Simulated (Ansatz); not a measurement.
Reaction (formal exchange of groups at the Sn–N bond): `C#C[NH][SnH3]` + `C/C=N\[SiH3]` → `[SiH3]/N=[CH]\[SnH3]` + `C#CNC`

Program: Ansatz. Geometries: PBE0-D4/def2-TZVP. ΔE: electronic, gas phase. CCSD(T)/CBS adds triple-zeta CCSD(T) − MP2 to the extrapolated MP2 energy (def2 sets, frozen cores). Double bonds are as drawn, so ΔE can hold a change between cis and trans. Functionals use def2-TZVPP. B3LYP here is the variant with VWN-RPA as its local correlation; programs differ in this. Elements past krypton have def2 core potentials. For Sn outer-core shells are correlated without core-valence functions, which leaves a few kJ/mol of doubt a bond.

| level | ΔE (eV) |
| --- | --- |
| r2SCAN-D4 | 0.87 |
| PBE0-D4 | 0.84 |
| B3LYP-D4 | 0.83 |
| r2SCAN | 0.87 |
| PBE0 | 0.85 |
| SCS-MP2/def2-TZVPP | 0.88 |
| HF/def2-QZVPP | 0.98 |
| MP2/def2-QZVPP | 0.91 |

(1) What does CCSD(T)/CBS give? (An estimate is asked.)

Largest T1 diagnostic among the species: 0.015.

Results:

(1) Computed: +0.86 eV. The listed levels differ from it by 0.01, -0.02, -0.03, 0.01, -0.01, 0.02, 0.12, 0.05 eV.

In def2-TZVPP, CCSD(T) changes the Hartree–Fock value by −0.13 eV (the triples alone add −0.02 eV) and MP2 by −0.08 eV. From PBE to PBE0 (25 % exact exchange), in def2-TZVPP and without D4, ΔE moves by +0.06 eV.
